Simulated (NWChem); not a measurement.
System meant: CHAlClNO2; SMILES [OH][Al]([Cl])[N]=C=O

Here is an NWChem input.

```
start job
memory heap 200 mb stack 900 mb global 1100 mb
geometry units angstroms noautoz
  Al    -0.407739     0.625174    -0.000101
  Cl     1.207865     1.934541     0.000973
  N     -0.121303    -1.115701     0.000373
  C      0.139482    -2.288610     0.000150
  O      0.383407    -3.429527    -0.000066
  O     -1.956182     1.286605    -0.001410
  H     -2.788171     0.811796    -0.001987
end
basis spherical
  Al library def2-svp
  Cl library def2-svp
  N library def2-svp
  C library def2-svp
  O library def2-svp
  H library def2-svp
end
dft
  xc pbe0
  iterations 4
  mulliken
end
task dft energy
```

End of the output:

```
    Atom       Charge   Shell Charges
 -----------   ------   -------------------------------------------------------
    1 Al  13    12.62   2.00  1.92  0.48  0.18  5.81  0.95  0.64  0.63
    2 Cl  17    17.04   2.00  1.96  1.04  0.78  5.82  2.26  3.18  0.01
    3 N    7     7.25   1.97  0.74  0.46  2.27  1.77  0.03
    4 C    6     5.87   1.97  0.60  0.26  1.77  0.99  0.27
    5 O    8     8.10   1.97  0.92  0.63  2.68  1.85  0.04
    6 O    8     8.21   1.97  0.86  0.59  2.71  2.07  0.01
    7 H    1     0.91   0.55  0.17  0.19

 center of mass
 --------------
 x =   0.05462993 y =   0.02724562 z =   0.00000000

 moments of inertia (a.u.)
 ------------------
        1559.516832900213           0.000000000000           0.000000000000
           0.000000000000         453.454031147873           0.000000000000
           0.000000000000           0.000000000000        2012.970864048086

     Multipole analysis of the density
     ---------------------------------

     L   x y z        total         alpha         beta         nuclear
     -   - - -        -----         -----         ----         -------
     0   0 0 0     -0.000000    -30.000000    -30.000000     60.000000

     1   1 0 0     -0.821139     -0.410569     -0.410569      0.000000
     1   0 1 0     -0.007348     -0.003674     -0.003674     -0.000000
     1   0 0 1      0.000000      0.000000      0.000000      0.000000

     2   2 0 0    -31.417922   -134.851460   -134.851460    238.284999
     2   1 1 0      1.743744      4.235799      4.235799     -6.727854
     2   1 0 1     -0.000000     -0.000000     -0.000000      0.000000
     2   0 2 0    -44.253950   -409.037896   -409.037896    773.821843
     2   0 1 1      0.000000      0.000000      0.000000      0.000000
     2   0 0 2    -31.311380    -15.655690    -15.655690      0.000000

 ------------------------------------------------------------------------
 dft energy failed                                                                                  0
 ------------------------------------------------------------------------
 ------------------------------------------------------------------------
  current input line :
    25: task dft energy
 ------------------------------------------------------------------------
 ------------------------------------------------------------------------
 This type of error is most commonly associated with calculations not reaching convergence criteria
 ------------------------------------------------------------------------
 For more information see the NWChem manual at https://nwchemgit.github.io

0:dft energy failed:Received an Error in Communication
```

Problem. Find the fault in this run and fix the input.

Solution. The run did not converge; its last values are not results. Cause: the SCF was allowed too few iterations. This input runs:
```
start job
memory heap 200 mb stack 900 mb global 1100 mb
geometry units angstroms noautoz
  Al    -0.407739     0.625174    -0.000101
  Cl     1.207865     1.934541     0.000973
  N     -0.121303    -1.115701     0.000373
  C      0.139482    -2.288610     0.000150
  O      0.383407    -3.429527    -0.000066
  O     -1.956182     1.286605    -0.001410
  H     -2.788171     0.811796    -0.001987
end
basis spherical
  Al library def2-svp
  Cl library def2-svp
  N library def2-svp
  C library def2-svp
  O library def2-svp
  H library def2-svp
end
dft
  xc pbe0
  iterations 150
  mulliken
end
task dft energy
```
It converges to -945.79263 Ha (PBE0/def2-SVP).
